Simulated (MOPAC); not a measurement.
MOPAC input (PM6):

```
PM6 PRECISE GNORM=0.05 LET XYZ UHF MS=0.5 GEO-OK AUX(PRECISION=9) THREADS=1
H4BN2O

N    -1.21564500 1   -0.41718000 1   -0.54871000 1
B    -0.00251000 1    0.05412000 1    0.03954700 1
N     1.26163500 1   -0.57463400 1   -0.17602800 1
O    -0.05363400 1    1.15665100 1    0.84518700 1
H    -2.07327500 1    0.09297800 1   -0.42171700 1
H    -1.35783600 1   -1.39809500 1   -0.72291900 1
H     2.08046200 1   -0.24796900 1    0.30846200 1
H     1.47033500 1   -1.02802500 1   -1.04989300 1
```

From the output:

```
                                                       MOPAC v23.2.5 Linux

          FINAL HEAT OF FORMATION =        -54.74226 KCAL/MOL =    -229.04161 KJ/MOL

          COSMO AREA              =         92.68 SQUARE ANGSTROMS
          COSMO VOLUME            =         74.08 CUBIC ANGSTROMS

          GRADIENT NORM           =          0.04081          =       0.01443 PER ATOM
          IONIZATION POTENTIAL    =          9.678952 EV
          ALPHA SOMO LUMO (EV)    =         -9.965  1.569
          BETA  SOMO LUMO (EV)    =         -9.679 -0.924
          NO. OF ALPHA ELECTRONS  =         12
          NO. OF BETA  ELECTRONS  =         11
          MOLECULAR WEIGHT        =         58.8544         POINT GROUP:  C1

          MOLECULAR DIMENSIONS (Angstroms)

            Atom       Atom       Distance
            H     8    H     5     4.12650
            H     6    O     4     3.01246
            H     7    H     5     1.60577

          SCF CALCULATIONS        =         46

   ATOM   CHEMICAL          X               Y               Z
  NUMBER   SYMBOL      (ANGSTROMS)     (ANGSTROMS)     (ANGSTROMS)

     1       N         -1.36726866  *  -0.48936425  *  -0.51970489  *
     2       B         -0.17377687  *   0.05800486  *   0.00329696  *
     3       N          1.25308274  *  -0.54326015  *  -0.13292112  *
     4       O          0.28294336  *   1.11771374  *   0.60185530  *
     5       H         -2.23574364  *  -0.09168979  *  -0.23019973  *
     6       H         -1.40546654  *  -1.43949960  *  -0.81399993  *
     7       H          1.72219334  *  -0.71579612  *   0.74185023  *
     8       H          1.85570779  *  -0.03957834  *  -0.76433719  *

                             CARTESIAN COORDINATES

   1    N       -1.367268664    -0.489364250    -0.519704887
   2    B       -0.173776872     0.058004859     0.003296960
   3    N        1.253082737    -0.543260149    -0.132921122
   4    O        0.282943357     1.117713739     0.601855298
   5    H       -2.235743640    -0.091689786    -0.230199727
   6    H       -1.405466544    -1.439499595    -0.813999933
   7    H        1.722193343    -0.715796119     0.741850234
   8    H        1.855707785    -0.039578340    -0.764337193

           Empirical Formula: H4 N2 O B  =     8 atoms

      MOLECULAR POINT GROUP   :   C1

          ALPHA EIGENVALUES
 -31.70875 -30.72998 -28.64676 -18.48646 -17.90408 -17.45478 -15.90251 -13.77214
 -12.91853 -12.54869 -10.92314  -9.96497   1.56901   2.15185   3.17312   4.47486
   4.82734   5.93469   6.12154   7.24493

           BETA EIGENVALUES
 -30.76491 -30.33847 -26.75245 -18.08389 -17.53058 -17.33967 -14.95552 -12.83679
 -12.16918 -10.40115  -9.67895  -0.92383   1.86609   2.19886   3.47521   4.82306
   5.13837   6.14827   6.26778   7.25083

              NET ATOMIC CHARGES AND DIPOLE CONTRIBUTIONS

  ATOM NO.   TYPE          CHARGE      No. of ELECS.   s-Pop       p-Pop
    1          N          -0.518941        5.5189     1.46039     4.05855
    2          B           0.379616        2.6204     0.87063     1.74975
    3          N          -0.330708        5.3307     1.57611     3.75459
    4          O          -0.501251        6.5013     1.84235     4.65890
    5          H           0.251956        0.7480     0.74804
    6          H           0.246067        0.7539     0.75393
    7          H           0.237155        0.7628     0.76284
    8          H           0.236107        0.7639     0.76389
 DIPOLE           X         Y         Z       TOTAL
 POINT-CHG.     0.119    -3.175    -1.199     3.396
 HYBRID         0.314     0.151     0.501     0.610
 SUM            0.433    -3.025    -0.698     3.134

          ATOMIC ORBITAL ELECTRON POPULATIONS

     Atom    s        px        py        pz
    1  N   1.46039   1.15550   1.26611   1.63694
    2  B   0.87063   0.64356   0.59177   0.51443
    3  N   1.57611   1.24308   1.29577   1.21575
    4  O   1.84235   1.58042   1.42805   1.65042
    5  H   0.74804
    6  H   0.75393
    7  H   0.76284
    8  H   0.76389

                    (SZ)    =    0.500000
                    (S**2)  =    0.769372

          ATOMIC ORBITAL SPIN POPULATIONS

    Atom   Total    s     px     py     pz
         Atomic
    1  N -0.0093 -0.001  0.002 -0.002 -0.008
    2  B -0.1232 -0.028 -0.040 -0.028 -0.027
    3  N  0.6881  0.013  0.063  0.495  0.118
    4  O  0.5146  0.012  0.216  0.218  0.069
    5  H -0.0002 -0.000
    6  H -0.0014 -0.001
    7  H -0.0342 -0.034
    8  H -0.0343 -0.034

 **********************
 *                    *
 * JOB ENDED NORMALLY *
 *                    *
 **********************

 == MOPAC DONE ==
```

The geometry given is a B3LYP-D3(BJ)/def2-TZVP minimum.
